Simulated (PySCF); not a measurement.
Question: Give a GFN2-xTB geometry of `C=CC/C=C\OCC`.

Answer: 
```xyz
20
C7H12O angstrom
C     -3.892   -0.138   -0.609
C     -2.593   -0.341   -0.506
C     -1.569    0.748   -0.395
C     -0.877    0.675    0.936
C      0.395    0.333    1.095
O      1.217    0.045    0.047
C      2.521   -0.379    0.384
C      3.335   -0.481   -0.896
H     -4.310    0.855   -0.635
H     -4.595   -0.952   -0.679
H     -2.194   -1.347   -0.477
H     -0.820    0.629   -1.180
H     -2.054    1.721   -0.506
H     -1.471    0.892    1.809
H      0.848    0.284    2.080
H      2.477   -1.359    0.884
H      2.985    0.338    1.077
H      4.340   -0.827   -0.669
H      3.391    0.491   -1.379
H      2.860   -1.179   -1.579
```

Any rigid rotation of these coordinates is as good. Atoms count from 1 in this order. Of the pairs four or more bonds apart, O6···H12 is among the closest relative to their van der Waals radii: 2.45 Å, 90 % of the sum of Bondi's values. The C–C distances run from 1.319 Å (C1=C2, drawn double) to 1.520 Å (C7–C8, drawn single), a spread of 0.201 Å. The 2 C–O bonds span 1.362 Å (C5–O6, drawn single) to 1.412 Å (O6–C7, drawn single), a spread of 0.050 Å.

Bonds between heavy atoms (Å): C1=C2 1.319, C2–C3 1.499, C3–C4 1.501, C4=C5 1.327, C5–O6 1.362, O6–C7 1.412, C7–C8 1.520.

Structure optimised with GFN2-xTB, isolated species.

Point group: C1 (no symmetry element, even within 0.4 Å). Stationary, but not proved a minimum. One conformer, not necessarily the lowest (C1–C2–C3–C4 116°, C2–C3–C4–C5 111°, C4–C5–O6–C7 -176°, C5–O6–C7–C8 -173°).

All values are computed, not measured.
